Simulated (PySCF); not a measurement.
Computed shifts of a molecule C6H17NSi, PBE/pcSseg-1 run with PySCF, GIAO, gas phase, atoms alike by connectivity averaged where their shifts nearly agree, in ppm (number of nuclei): ²⁹Si: -47.9 (1). ¹⁵N: 63.1 (1). ¹³C: 60.6 (1), 58.4 (1), 30.5 (1), 30.1 (1), 30.0 (1), 28.1 (1). ¹H: 5.21 (3), 3.75 (1), 3.59 (1), 1.66 (3), 1.63 (3), 1.57 (3), 1.51 (3). References: ²⁹Si against TMS (σ = 335.4 ppm); ¹⁵N against NH3 (σ = 267.0 ppm); ¹³C against TMS (σ = 182.0 ppm); ¹H against TMS (σ = 31.49 ppm), references at their B3LYP-D3(BJ)/def2-TZVP geometries, non-relativistic. Geometry optimised at r2SCAN-D4/def2-SVP. One conformer was computed; it need not be the lowest.

Question: Identify the compound among the candidates.
A. CCN(CC)[SiH](C)C
B. CC(C)N([SiH3])C(C)C
C. CC[Si@H](C)C(C)(C)N
D. CC(C)N[Si](C)(C)C

Answer: B, CC(C)N([SiH3])C(C)C
